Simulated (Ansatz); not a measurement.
`[F][SbH][AlH2]` + `[SeH]C1C[SiH2]1` → `[AlH2][CH]1C[SiH2]1` + `[F][SbH][SeH]`  (redistribution)

Program: Ansatz. Geometries: PBE0-D4/def2-TZVP. ΔE: electronic, gas phase. CCSD(T)/CBS is the MP2 limit (def2-TZVPP, def2-QZVPP) plus CCSD(T) − MP2 in def2-TZVPP, frozen cores. def2 core potentials past Kr. For Sb, Se outer-core shells are correlated without core-valence functions, which leaves a few kJ/mol of doubt a bond. Scalar relativity is left out up to krypton. One conformer a species, not always the lowest.

| species | MP2/CBS(def2) energy (Eh) |
| --- | --- |
| `[F][SbH][AlH2]` | -583.59192 |
| `[SeH]C1C[SiH2]1` | -2769.37724 |
| `[AlH2][CH]1C[SiH2]1` | -611.28505 |
| `[F][SbH][SeH]` | -2741.72468 |

Q: Work out ΔE.

A: ΔE = (-611.28505) + (-2741.72468) − (-583.59192) − (-2769.37724) = -0.04057 Eh = -106.5 kJ/mol. CCSD(T)/CBS gives -102.3 kJ/mol.

Largest T1 diagnostic among the species: 0.014.
